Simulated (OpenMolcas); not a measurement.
**3d7 along the 25-electron sequence**

```yaml
Program: OpenMolcas 26.06
Method: RASSCF
Basis: ANO-RCC-VQZP
Scalar_Hamiltonian: DKH2, point nucleus
Spin-orbit_coupling: state interaction with AMFI integrals over the reference wave functions, term energies averaged over their components
```

Active space for each ion: 13 electrons in 8 orbitals (RAS1 3p, at most 2 holes; RAS2 3d).

Computed levels in cm-1 above 4F 9/2:

| Level | Co2+ | Ni3+ | Cu4+ |
| --- | --- | --- | --- |
| 4F 7/2 | 826 | 1159 | 1549 |
| 4F 5/2 | 1433 | 2001 | 2660 |
| 4F 3/2 | 1850 | 2574 | 3411 |
| 4P 5/2 | 17636 | 20255 | 22830 |
| 4P 3/2 | 17894 | 20567 | 23181 |
| 4P 1/2 | 18288 | 21155 | 24012 |
| 2G 9/2 | 19215 | 22072 | 24874 |
| 2G 7/2 | 19978 | 23153 | 26327 |
| 2P 3/2 | 22862 | 26306 | 29710 |
| weight of 4F in the lowest level (%) | 100 | 100 | 100 |

Mixed levels, with the weight of the term that names them: Cu4+ 2P 3/2 (74 %).

Measured, with the error of the calculation in %. Measured levels: Co2+ from Sugar and Corliss, J. Phys. Chem. Ref. Data 10, 1097 (1981); Ni3+ from Corliss and Sugar, J. Phys. Chem. Ref. Data 10, 197 (1981); Cu4+ from Sugar and Musgrove, J. Phys. Chem. Ref. Data 19, 527 (1990).

| Level | Co2+ | Ni3+ | Cu4+ |
| --- | --- | --- | --- |
| 4F 7/2 | 841 (-1.9) | 1190 (-2.6) | 1616 (-4.2) |
| 4F 5/2 | 1451 (-1.3) | 2042 (-2.0) | 2759 (-3.6) |
| 4F 3/2 | 1867 (-0.9) | 2621 (-1.8) | 3528 (-3.3) |
| 4P 5/2 | 15202 (+16.0) | 18119 (+11.8) | 20827 (+9.6) |
| 4P 3/2 | 15428 (+16.0) | 18367 (+12.0) | 21066 (+10.0) |
| 4P 1/2 | 15811 (+15.7) | 18958 (+11.6) | 21935 (+9.5) |
| 2G 9/2 | 16978 (+13.2) | 19830 (+11.3) | 22575 (+10.2) |
| 2G 7/2 | 17766 (+12.4) | 20948 (+10.5) | 24100 (+9.2) |
| 2P 3/2 | 20195 (+13.2) | 23649 (+11.2) | 27016 (+10.0) |

The fine-structure level 4F 3/2 changes by a factor of 1.84 from Co2+ to Cu4+. Its fourth root runs 6.56, 7.12, 7.64, with steps per unit of Z of 0.56, 0.52; equal steps would mean a (Z - σ)^4 law with constant σ.

4P 5/2 changes by a factor of 1.29 over the same range, with steps per unit of Z of +2620, +2580 cm-1.

Without dynamic correlation excited terms often stand tens of per cent too high (terms of higher spin than the ground term too low), and those without a measured partner can miss by more than the paired ones. Active for correlation alone: 3p; no level in the range computed is led by a configuration that opens it, so any true level of that kind is missing. Measured partners are found by configuration, term and J. A level has none where our copy of the source lacks it or the pairing is in doubt (some pairs that miss far off the trend of their configuration count as doubtful), and it then counts in no deviation. Levels of configurations outside the active space are missing.
